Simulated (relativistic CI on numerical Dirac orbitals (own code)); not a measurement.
# Ag³⁶⁺: sensitivity of the levels to the model

Base calculation: Dirac-Coulomb-Breit CI, orbitals from a KLI potential per configuration, model QED (radiative potential, 1s self-energy scaled to tabulated hydrogen-like ionisation energies), unscaled Slater integrals.

Configurations in the expansion (outside the closed core [Ne]): 3s, 3p, 3d, 4s, 4p, 4d, 4f, 5s, 5p, 5d, 5f, 5g, 6s, 6p, 6d, 7s, 7p. Levels of other configurations are missing.

The lowest level and the first level of each name with at least 55 % of one term (blank where a level has no safe partner in the second run):

```tsv
Level	Base (eV)	Shift (eV)
3s 2S_1/2	0.00	0.00
3p 2P°_1/2	82.37	+0.92
3p 2P°_3/2	127.59	+0.84
3d 2D_3/2	234.07	+0.94
3d 2D_5/2	243.78	+0.91
4s 2S_1/2	1084.41	+0.53
4p 2P°_1/2	1118.34	+0.91
4p 2P°_3/2	1136.64	+0.87
4d 2D_3/2	1176.78	+0.91
4d 2D_5/2	1181.03	+0.90
4f 2F°_5/2	1201.94	+0.90
4f 2F°_7/2	1203.71	+0.90
5s 2S_1/2	1564.33	+0.72
5p 2P°_1/2	1581.38	+0.90
```

At this charge energies of transitions that change n are usually good to better than 1 %, and those within a shell (Δn = 0) to a few per cent.

**Question.** One thing was changed in a second run, which moved the levels as shown. Which?
A. configuration mixing switched off
B. valence Slater integrals scaled by 0.9
C. QED terms removed
D. one mean potential for all configurations
E. Breit term removed

**Answer.** C. QED terms removed. QED shifts follow the density of s (and p1/2) electrons at the nucleus, so configurations move by their count of such electrons; where none moves, the smaller shifts of p3/2 electrons and of j = l + 1/2 against j = l − 1/2 set the pattern.
